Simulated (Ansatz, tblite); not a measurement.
Spin states of Na2Cl2 (the lowest singlet isomer of a short search), each relaxed with PBE0-D4/def2-TZVP in Ansatz. Electronic energies in the gas phase.

The xTB rows come from tblite. LC-ωPBE has ω = 0.4 bohr⁻¹. B3LYP takes the VWN-RPA correlation. HSE06 is defined as in plane-wave codes, on full-range PBE exchange. Correlated methods freeze 12 core orbitals; core or outer-core shells of Na are correlated, in sets that lack core-valence functions. In the triplet, Cl3 and Cl4 lie 2.64 Å apart (atoms count from 1), so these atoms are partly bonded to each other. In the quintet geometry the species has come apart into loosely held pieces. The structure comes from a short search, and lower isomers may exist.

Singlet geometry (D2h within 0.1 Å):

Cartesian coordinates in Å:
```
Na 1.1326 -0.6515 -0.9144
Na -1.1330 0.6516 0.9141
Cl 0.1069 1.6581 -1.0502
Cl -0.1065 -1.6581 1.0506
```

Triplet geometry (D2h within 0.1 Å):

```xyz
4

Na   -2.1699   -0.7461   -0.4845
Na    2.1704    0.7451    0.4839
Cl   -0.0017   -0.7156    1.1093
Cl    0.0012    0.7165   -1.1087
```

Quintet geometry (D2h within 0.1 Å):

```
atom   x (Å)   y (Å)   z (Å)
 Na1  -1.982  -0.085  -0.794
 Na2   1.982   0.087   0.794
 Cl3   1.221   0.871  -3.143
 Cl4  -1.221  -0.873   3.142
```

⟨S²⟩: triplet 2.00 at PBE0-D4/def2-TZVP (pure 2.00), quintet 6.01 at PBE0-D4/def2-TZVP (pure 6.00).

Run but left out: HF/def2-TZVPP, MP2/def2-TZVPP, CCSD/def2-TZVPP, CCSD(T)/def2-TZVPP (flagged by the program: other roots).

Only these spin states were relaxed. The quintet has fallen apart into loose fragments. The triplet has other bonds than the singlet, so the gap mixes isomer and spin. The quintet has other bonds than the singlet, so the gap mixes isomer and spin.

Estimate which spin state lies lowest at each of these levels, and by how much: GFN1-xTB; GFN2-xTB; HF/STO-3G; HF/def2-TZVP; PBE-D4/def2-TZVP; r2SCAN-D4/def2-TZVP; B97M-V/def2-TZVP; B3LYP-D4/def2-TZVP; PBE0-D4/def2-TZVP; HSE06-D4/def2-TZVP; LC-ωPBE/def2-TZVP; B2PLYP/def2-TZVP; RPA@PBE/def2-TZVP; MP2/def2-TZVP.


```
              level  triplet − singlet (kcal/mol)  quintet − singlet (kcal/mol)  lowest of these                                               remarks
           GFN1-xTB                         148.2                         319.9          singlet                                                     –
           GFN2-xTB                          80.9                         247.0          singlet                                                     –
          HF/STO-3G                         259.4                         464.0          singlet  HOMO above zero (quintet), HOMO above zero (triplet)
       HF/def2-TZVP                         108.7                         190.8          singlet                                                     –
   PBE-D4/def2-TZVP                          92.3                         229.1          singlet                                                     –
r2SCAN-D4/def2-TZVP                         100.7                         239.7          singlet                                                     –
   B97M-V/def2-TZVP                          98.9                         241.6          singlet                                                     –
 B3LYP-D4/def2-TZVP                          99.1                         226.3          singlet                                                     –
  PBE0-D4/def2-TZVP                         100.9                         229.9          singlet                                                     –
 HSE06-D4/def2-TZVP                          99.6                         229.9          singlet                                                     –
  LC-ωPBE/def2-TZVP                         117.4                         238.1          singlet                                                     –
   B2PLYP/def2-TZVP                         106.3                         236.0          singlet                                                     –
  RPA@PBE/def2-TZVP                          95.9                         214.0          singlet                                                     –
      MP2/def2-TZVP                         116.5                         241.4          singlet                                                     –
```

Change of the quintet − singlet gap on mixing in exact exchange, in kcal/mol: PBE to PBE0 (25 % exact exchange) 0.8. The xTB methods have no spin-polarisation term.
